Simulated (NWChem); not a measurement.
Molecule: C2H7N2, doublet; SMILES N[CH]CN

```xyz
11

N     -0.5427    -1.4520    -0.0813
C      0.5447    -0.7131     0.3581
C      0.6464     0.6742    -0.1751
N     -0.6298     1.3626    -0.0166
H     -1.3592    -0.8583    -0.2190
H     -0.7565    -2.2872     0.4521
H      1.4566    -1.2672     0.6004
H      1.5106     1.1809     0.3012
H      0.8661     0.6634    -1.2661
H     -0.7835     1.5891     0.9648
H     -0.6384     2.2397    -0.5317
```
Atoms are numbered in this order, from 1.

Results from NWChem. Pople sets run with spherical d functions. Spin-unrestricted. Geometry: optimised at PBE0/def2-SVP, spin-unrestricted. No stability test was run on the SCF state. Solvent water, SMD (1 M gas to 1 M solution), gas-phase geometry. Reactions with the solvent are ignored.

Task: Predict the results for M06-2X/6-311++G**. Quantities: solvation free energy (kcal/mol); cavity-dispersion-structure term (kcal/mol); dipole in solution (D).

Result: The solvation free energy (kcal/mol) is -5.1. The cavity-dispersion-structure term (kcal/mol) comes out as 2.3 and the dipole in solution (D) is 1.46.
